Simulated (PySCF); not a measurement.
**Simulated absorption spectrum**

C₆H₁₃Al.
SMILES: `CC[C@@H]1CC[CH2][AlH]1`

Level of theory: TDDFT B3LYP/def2-SVPD, vertical, gas phase, core orbitals frozen in the response (PySCF 2.14.0, density-fitted response routines). Geometry: PBE0-D3(BJ)/def2-SVP, one conformer, isolated molecule.

Computed states:

```csv
state,E (eV),f
S1,4.21,0.0001
S2,5.07,0.0003
S3,5.78,0.011
S4,6.20,0.021
S5,6.39,0.0002
S6,6.55,0.038
```

Broadening: Gaussians 0.3 eV wide at half height, area fixed by f = 4.319×10⁻⁹ ∫ε dν̃. The width is an assumption, not a result. The curve ends short of the highest state used, and states not computed would add to its high-energy end.

**Question.** Give the broadened spectrum and its maxima.

**Answer.** 
(E (eV), ε (L mol⁻¹ cm⁻¹)): (3.76, 0), (3.82, 0), (3.88, 0), (3.95, 2), (4.01, 4), (4.07, 7), (4.14, 11), (4.20, 13), (4.26, 12), (4.32, 9), (4.39, 5), (4.45, 2), (4.51, 1), (4.57, 0), (4.64, 0), (4.70, 0), (4.76, 2), (4.82, 4), (4.89, 11), (4.95, 19), (5.01, 26), (5.08, 29), (5.14, 25), (5.20, 17), (5.26, 10), (5.33, 5), (5.39, 10), (5.45, 32), (5.51, 98), (5.58, 272), (5.64, 516), (5.70, 785), (5.76, 959), (5.83, 933), (5.89, 778), (5.95, 681)

Maxima: 295 nm (4.21 eV), ε about 13, made up of S1 (100%); 245 nm (5.07 eV), ε about 29, made up of S2 (100%); 214 nm (5.79 eV), ε about 980, made up of S3 (99%) (ε in L mol⁻¹ cm⁻¹; maxima over ε = 5, shares over 10%). At its high-energy end, 5.95 eV, the curve is still rising (ε about 680, from S3 and S4).

**Question.** What would ε be at 5.79 eV, the highest of these maxima, with half the width (0.15 eV)?

**Answer.** About 1930 L mol⁻¹ cm⁻¹ against 979, a factor of about 1.97; a lone state at its own centre would give exactly 2.

**Question.** Coming from long wavelengths, where does ε first pass 100 L mol⁻¹ cm⁻¹?

**Answer.** At about 225 nm (5.51 eV), 1.30 eV above S1.

**Question.** On this curve, what absorbance would a 10⁻⁵ mol/L sample give at 248 nm over a 1 cm path?

**Answer.** 248 nm is 4.999 eV, where ε is about 25 L mol⁻¹ cm⁻¹, so A = ε c l ≈ 0.00025 (Beer–Lambert, with the gas-phase spectrum and the assumed width).
